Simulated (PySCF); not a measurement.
# Bonding in `O=C=Pc1cccnc1`

Species: C6H4NOP.
Atom-mapped SMILES: `[O:1]=[C:2]=[P:3][c:4]1[cH:5][cH:6][cH:7][n:8][cH:9]1` (hydrogens: H10 on C5; H11 on C6; H12 on C7; H13 on C9)

Bond orders from the PBE0/pcSseg-1 density (PySCF). One conformer (not necessarily the lowest) at the GFN2-xTB geometry, without solvent, vibrations or thermal averaging.

Task: Where do the orders between heavy atoms depart from those drawn in the SMILES?

Result: The largest departure is 0.445, at C2–P3 (drawn double, 1.555), counting aromatic bonds as 1.5. Drawn double or triple, more than 0.30 short of the drawn order: C2–P3 (1.555). The bonds drawn aromatic range from 1.30 to 1.51.

Task: Give the Mayer order of every bond, beside its length.

Result: 
```tsv
bond	drawn as	length (Å)	Mayer order
O1–C2	double	1.161	2.095
C2–P3	double	1.646	1.555
P3–C4	single	1.825	0.942
C4–C5	aromatic	1.394	1.398
C5–C6	aromatic	1.384	1.446
C6–C7	aromatic	1.386	1.397
C7–N8	aromatic	1.323	1.456
N8–C9	aromatic	1.312	1.508
C9–C4	aromatic	1.397	1.304
C5–H10	single	1.081	0.971
C6–H11	single	1.079	0.958
C7–H12	single	1.081	0.972
C9–H13	single	1.084	0.976
```

By pair of heavy elements: C–P: lowest P3–C4 (0.942, 1.825 Å), highest C2–P3 (1.555, 1.646 Å). C–C: lowest C9–C4 (1.304, 1.397 Å), highest C5–C6 (1.446, 1.384 Å). C–N: lowest C7–N8 (1.456, 1.323 Å), highest N8–C9 (1.508, 1.312 Å).

Task: Sum the orders of all bonds at each heavy atom with more than one neighbour and set the sums beside the valence in the SMILES.

Result: C2 3.650 (drawn 4), P3 2.497 (drawn 3), C4 3.644 (drawn 4), C5 3.815 (drawn 4), C6 3.801 (drawn 4), C7 3.825 (drawn 4), N8 2.964 (drawn 3), C9 3.788 (drawn 4). Orders between atoms that aren't bonded are not in these sums.

The Mayer order sums products of elements of PS (density times overlap matrix) between the two atoms' basis functions, so it depends on the basis set.

The run behind these numbers computed NMR shieldings as well. Time: 28 s wall; peak memory 0.81 GiB. Hardware: one thread, Arm Neoverse V1 (aarch64), no GPU (shared host).

Shape of the structure used: `[O:1]=[C:2]=[P:3][c:4]1[cH:5][cH:6][cH:7][n:8][cH:9]1`: C2–P3–C4–C5 180°.
